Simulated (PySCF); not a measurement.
Spinor energies of Bi⁵⁵⁺ (bismuth, charge +55)

Start: [Ar] 3d10. Calculated with PySCF 2.14 in an uncontracted even-tempered set (17 s from 5.5 bohr⁻², ratio 2.6; 15 p from 7.2 bohr⁻², ratio 2.6; 10 d from 7.2 bohr⁻², ratio 2.6; 5 f from 7.3 bohr⁻², ratio 2.8): generalised Hartree-Fock with the X2C-1e Hamiltonian and a Gaussian nucleus; spin-orbit coupling (SO) screened by Boettger's factors.

```tsv
spinor shell	electrons	ε, screened SO (eV)	weight of nominal j (screened SO)	rms radius, screened SO (bohr)
1s1/2	2	-94230.5	1.000	0.0178
2s1/2	2	-19647.1	1.000	0.0716
2p1/2	2	-18993.1	1.000	0.0605
2p3/2	4	-16655.6	1.000	0.0688
3s1/2	2	-7015.6	1.000	0.179
3p1/2	2	-6729.0	1.000	0.171
3p3/2	4	-6172.3	1.000	0.186
3d3/2	4	-5724.6	1.000	0.162
3d5/2	6	-5605.8	1.000	0.166
```

| quantity | screened SO |
| --- | --- |
| E (hartree) | -19138.84264 |
| M_J | 0 |
| ⟨J²⟩ | 0.000 |
| ⟨L²⟩ | 0.103 |
| ⟨S²⟩ | 0.103 |

Breit and QED terms are absent; they matter most for the inner s and p1/2 levels.

Densities and radii are taken from the X2C orbitals without a picture-change correction, which distorts them close to the nucleus.
